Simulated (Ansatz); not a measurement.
Cartesian coordinates (Å):
```xyz
5

C      1.2147     0.0366     0.4203
C      0.0867    -0.1875     0.0661
S     -1.4509    -0.6345    -0.4641
H      2.2070     0.2455     0.7358
H     -2.0584     0.5423    -0.2185
```
Charge +1, spin multiplicity 2.

All values below come from Ansatz (a first-principles code) with frozen-core CCSD(T)/cc-pVTZ // B3LYP-D3(BJ)/def2-TZVP. The geometry is that of the parent before the electron was removed.

- HF energy: -474.08878 Ha
- MP2 correlation energy: -0.42769 Ha

Estimate the CCSD correlation energy, the (T) correction, the total energy and the T1 diagnostic.


- CCSD correlation energy = -0.46475 Ha
- (T) correction = -0.02493 Ha
- CCSD(T) total energy = -474.57847 Ha
- T1 diagnostic = 0.032
